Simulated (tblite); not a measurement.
Species: C5H4N2S (charge -1 and doublet state).
Bonds: C1–N2, N2–C3, C3–S4, C3–C5, C5–C6 (triple), C6–C7, C7–N8 (triple). Hydrogens: H9, H10, H11 on C1; H12 on N2.

Structure optimised with GFN2-xTB, isolated species. This method treats the open shell by occupation alone, without spin polarisation.

Q: What internal coordinates does the optimisation give?

A: 
```tsv
bond	length (Å)
C1–N2	1.441
N2–C3	1.408
C3–S4	1.703
C3–C5	1.354
C5≡C6	1.240
C6–C7	1.330
C7≡N8	1.170
C1–H9, C1–H11	1.092
C1–H10	1.102
N2–H12	1.014
```

Bonds in one row agree within 0.01 Å and their mean is given. A selection of angles:
```tsv
angle	degrees
N2–C1–H9	108.5
N2–C1–H10	113.6
H9–C1–H10	108.0
H9–C1–H11	108.9
C1–N2–C3	118.5
C1–N2–H12	114.0
C3–N2–H12	109.9
N2–C3–S4	117.8
N2–C3–C5	120.7
S4–C3–C5	121.5
C3–C5–C6	176.0
C5–C6–C7	177.0
C6–C7–N8	178.8
```

Torsions: C1–N2–C3–S4 -148° (anticlinal). The mirror-image conformer, all signs reversed, is as good.

Of the pairs four or more bonds apart, C5···H9 is among the closest relative to their van der Waals radii: 2.55 Å, 88 % of the sum of Bondi's values. The C–N distances run from 1.170 Å (C7≡N8, drawn triple) to 1.441 Å (C1–N2, drawn single), a spread of 0.271 Å. C3 (carbon bonded to C, N and S) is planar (angles 121.5°, 120.7° and 117.8°, sum 359.9°, 0.02 Å off the plane of its three neighbours). N2 (nitrogen bonded to 2 C and H) is pyramidal (angles 118.5°, 114.0° and 109.9°, sum 342.5°, 0.31 Å off the plane of its three neighbours). The C–C distances run from 1.240 Å (C5≡C6, drawn triple) to 1.354 Å (C3–C5, drawn single), a spread of 0.114 Å.

Point group: C1 (no symmetry element, even within 0.4 Å). Its GFN2-xTB frequencies are all real (lowest 62 cm⁻¹). Whether the extra electron is bound in the gas phase wasn't checked; a finite basis holds it in any case.

The numbers are calculated, not measured.
